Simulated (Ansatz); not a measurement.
```yaml
crystal:
  periodic: [false, false, false]
  atoms:
    - {symbol: C, position_ang: [-5.284186, 2.253513, 1.180224]}
    - {symbol: C, position_ang: [-4.576981, 1.537943, 0.498584]}
    - {symbol: C, position_ang: [-3.734072, 0.655594, -0.296738]}
    - {symbol: C, position_ang: [-3.536649, -0.731149, 0.338398]}
    - {symbol: C, position_ang: [-2.754468, -1.698402, -0.552549]}
    - {symbol: C, position_ang: [-1.350133, -1.238730, -0.954886]}
    - {symbol: C, position_ang: [-0.415140, -0.955506, 0.219154]}
    - {symbol: C, position_ang: [1.010737, -0.620335, -0.212110]}
    - {symbol: C, position_ang: [1.947331, -0.340371, 0.962184]}
    - {symbol: C, position_ang: [3.405148, -0.090530, 0.571505]}
    - {symbol: C, position_ang: [3.637843, 1.167369, -0.265401]}
    - {symbol: C, position_ang: [5.112740, 1.419867, -0.559265]}
    - {symbol: H, position_ang: [-5.908962, 2.893057, 1.775426]}
    - {symbol: H, position_ang: [-2.754929, 1.144026, -0.453731]}
    - {symbol: H, position_ang: [-4.177011, 0.539485, -1.304307]}
    - {symbol: H, position_ang: [-4.527818, -1.161240, 0.560243]}
    - {symbol: H, position_ang: [-3.035969, -0.608077, 1.314372]}
    - {symbol: H, position_ang: [-3.341834, -1.897581, -1.467978]}
    - {symbol: H, position_ang: [-2.677108, -2.667478, -0.026533]}
    - {symbol: H, position_ang: [-1.412295, -0.339763, -1.597060]}
    - {symbol: H, position_ang: [-0.896832, -2.019261, -1.592884]}
    - {symbol: H, position_ang: [-0.398790, -1.833715, 0.893640]}
    - {symbol: H, position_ang: [-0.810792, -0.120027, 0.826938]}
    - {symbol: H, position_ang: [1.418360, -1.457386, -0.811811]}
    - {symbol: H, position_ang: [0.983347, 0.251011, -0.892213]}
    - {symbol: H, position_ang: [1.567110, 0.529351, 1.532101]}
    - {symbol: H, position_ang: [1.904526, -1.197152, 1.659696]}
    - {symbol: H, position_ang: [3.791832, -0.969945, 0.020567]}
    - {symbol: H, position_ang: [4.016094, -0.021407, 1.490651]}
    - {symbol: H, position_ang: [3.083528, 1.092440, -1.218083]}
    - {symbol: H, position_ang: [3.208185, 2.037867, 0.265767]}
    - {symbol: H, position_ang: [5.689993, 1.541280, 0.372639]}
    - {symbol: H, position_ang: [5.557919, 0.576245, -1.112980]}
    - {symbol: H, position_ang: [5.259250, 2.328977, -1.163569]}
basis:
  gaussian: {orbitals: def2-TZVP}
magnetization: {spin_polarized: true, initial_magnetization: 2}
hamiltonian: {xc: pbe0, dispersion: d4}
scf: {omitted_lower_state_checks: [starts]}
output: {orbitals: {seedname: orbitals}}
```

```sh
$ ansatz run in.yaml --threads 4 --pin off --events-out ev --progress --plain --max-ram 6963MiB
```

(1) Does this run fit into the memory that it is given?

Answers

(1) No. It has 504 basis functions, and Ansatz plans for 7.19 GiB where 6.79 GiB are given.
